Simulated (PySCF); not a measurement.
**Vibration and rotation of NiH**

ROHF-CCSD(T) constants of NiH, ²Δ (doublet), unpaired electrons δ ↑ (basis Ni def2-TZVPPD, H def2-TZVPPD; no relativity; PySCF 2.14; masses 57.9353 and 1.0078 u):

| Quantity | Value |
| --- | --- |
| ωe | 1975.0 cm⁻¹ |
| ωexe | 41.8 cm⁻¹ |
| Be | 8.0516 cm⁻¹ |
| αe | 0.271 cm⁻¹ |
| D (centrifugal) | 0.000535 cm⁻¹ |
| De to Ni (3d8 4s2) + H | 2.99 eV |

(1) Give the vibrational terms G(v) and spacings up to v = 5.

(2) How well does the Morse estimate ωe²/(4ωexe) reproduce De, and what is D0?

Correlated steps freeze 5 core orbitals. The CCSD T1 diagnostic is raised, a sign that a single reference may not be enough here. With d or f electrons several states lie close, and the lowest PBE0 determinant need not be the measured ground state.

## Answers

(1) G(v) = ωe(v+½) − ωexe(v+½)².

```
v  G(v) (cm⁻¹)  G(v) − G(v−1)  Bv (cm⁻¹)
0          977                     7.916
1         2868           1891      7.645
2         4676           1808      7.374
3         6400           1724      7.103
4         8041           1641      6.832
5         9598           1557      6.561
```

(2) It gives 2.89 eV, 97 % of the computed De. D0 = De − G(0) = 2.99 − 0.12 = 2.87 eV.
